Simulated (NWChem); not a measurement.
System: stibine (SbH₃); SMILES [SbH3]

Here is an NWChem input.

```
start job
memory heap 200 mb stack 900 mb global 1100 mb
geometry units angstroms noautosym nocenter noautoz
  Sb     0.000000     0.000000     0.032948
  H     -0.343600     1.369063    -0.928994
  H      1.357443    -0.386965    -0.928994
  H     -1.013843    -0.982098    -0.928994
end
basis spherical
  * library def2-svp
end
ecp
  Sb library def2-ecp
end
dft
  xc b3lyp
  iterations 150
end
property
  response 1 0.0773
end
task dft property
```

Structure relaxed at the PBE0-D3(BJ)/def2-TZVP level. def2 effective core potentials on Sb; no spin-orbit coupling.

Field at 589 nm.

Task: Give the results of this calculation. (B3LYP/def2-SVP with def2 effective core potentials on Sb.) Quantities: isotropic polarisability (bohr³); anisotropy (bohr³).

Result: 
| Property | Value |
|---|---|
| isotropic polarisability (bohr³) | 38.2 |
| anisotropy (bohr³) | 2.8 |
